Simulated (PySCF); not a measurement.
PySCF 2.14 output of an unrestricted revPBE calculation on a single atom or ion in aug-cc-pVDZ, with no relativity, point nucleus:

```
SCF conv_tol = 1e-09
number electrons alpha = 14  beta = 13
    Y. Zhang and W. Yang.,  Phys. Rev. Lett. 80, 890 (1998)
    J. P. Perdew, K. Burke, and M. Ernzerhof.,  Phys. Rev. Lett. 77, 3865 (1996)
    J. P. Perdew, K. Burke, and M. Ernzerhof.,  Phys. Rev. Lett. 78, 1396 (1997)
cycle= 1 E= -1507.84231656986  delta_E= 0.0634  |g|= 0.566  |ddm|=    1
cycle= 2 E= -1507.51530227708  delta_E= 0.327  |g|= 1.45  |ddm|= 1.27
cycle= 3 E= -1507.91202314748  delta_E= -0.397  |g|= 0.192  |ddm|= 0.736
cycle= 4 E= -1507.9203870025  delta_E= -0.00836  |g|= 0.00703  |ddm|= 0.101
cycle= 5 E= -1507.9203991642  delta_E= -1.22e-05  |g|= 0.003  |ddm|= 0.0107
cycle= 6 E= -1507.92040127907  delta_E= -2.11e-06  |g|= 0.000143  |ddm|= 0.00338
cycle= 7 E= -1507.92040130139  delta_E= -2.23e-08  |g|= 0.00012  |ddm|= 0.000852
cycle= 8 E= -1507.92040130753  delta_E= -6.15e-09  |g|= 6.04e-05  |ddm|= 0.000431
cycle= 9 E= -1507.92040130981  delta_E= -2.27e-09  |g|= 1.85e-05  |ddm|= 0.000345
cycle= 10 E= -1507.92040131011  delta_E= -2.99e-10  |g|= 3.32e-07  |ddm|= 0.000183
converged SCF energy = -1507.92040131011  <S^2> = 0.78748091  2S+1 = 2.0371361
```

The run itself started from symmetry-adapted Hartree-Fock orbitals and held the occupation by maximum overlap, on a logarithmic radial grid, so the iterations belong to that start.

**Question.** Which element, charge and spin multiplicity is this?

**Answer.** Ni⁺ (nickel, charge +1), multiplicity 2; the state was [Ar] 3d9, 2D determinant.
